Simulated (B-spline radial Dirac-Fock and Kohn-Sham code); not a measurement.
Au²⁸⁺: scattering cross sections and density moments

System: gold as Au²⁸⁺, configuration [Kr] 4d10 4f5.

Input file task.json (cfg lists n, l and occupation; rrms is the nuclear radius in fm):

```json
{"items": [{
  "Z": 79,
  "q": 28,
  "cfg": [[1, 0, 2], [2, 0, 2], [2, 1, 6], [3, 0, 2], [3, 1, 6], [3, 2, 10], [4, 0, 2], [4, 1, 6], [4, 2, 10], [4, 3, 5]],
  "A": 197,
  "rrms": 5.4371,
  "do": ["scatter"],
  "s": [0.0, 0.05, 0.1, 0.15, 0.2, 0.25, 0.3, 0.35, 0.4, 0.45, 0.5, 0.6, 0.7, 0.8, 0.9, 1.0, 1.1, 1.2, 1.4, 1.6, 1.8, 2.0, 2.5, 3.0, 3.5, 4.0, 5.0, 6.0],
  "pz": [0, 0.1, 0.2, 0.3, 0.4, 0.5, 0.6, 0.8, 1.0, 1.2, 1.4, 1.6, 1.8, 2.0, 2.5, 3.0, 4.0, 5.0, 7.0, 10.0, 15.0, 20.0, 30.0, 40.0, 60.0, 100.0],
  "hv_scatter": [2000, 5000, 8047.8, 50000, 100000, 200000, 500000, 1000000]
}]}
```

Launch: `python xray_run.py task.json out`

Level of theory: configuration-average Dirac-Fock orbitals; an atomic code on a B-spline grid.

* Sum of ⟨r⟩: 13.17 bohr
* Sum of ⟨r²⟩: 5.141 bohr²
* Sum of ⟨1/r⟩: 572.14 per bohr
* Langevin diamagnetic susceptibility: -4.07 × 10⁻⁶ cm³/mol
* Lamb shielding (α²/3)Σ⟨1/r⟩: 10160 ppm

Coherent scattering is the Thomson cross section weighted by f₀², without anomalous dispersion; incoherent scattering is Klein-Nishina weighted by S. The Lamb formula is the non-relativistic shielding expression. Electron correlation is left out. A dash stands where the photon energy is too low for the impulse approximation behind that column.

```
hν (keV)  coherent (b)  incoherent (b)  incoherent per electron (b)
       2          1697               –                            –
       5          1542               –                            –
  8.0478          1311           3.102                       0.0608
      50         182.8           17.15                        0.336
     100         60.90           19.59                        0.384
     200         18.08           18.52                        0.363
     500         3.313           14.22                        0.279
    1000        0.8664           10.62                        0.208
```

Incoherent scattering overtakes coherent scattering between 100 and 200 keV.

Values without a named source are computed, but for edge energies of neutral atoms, which are taken from tables.
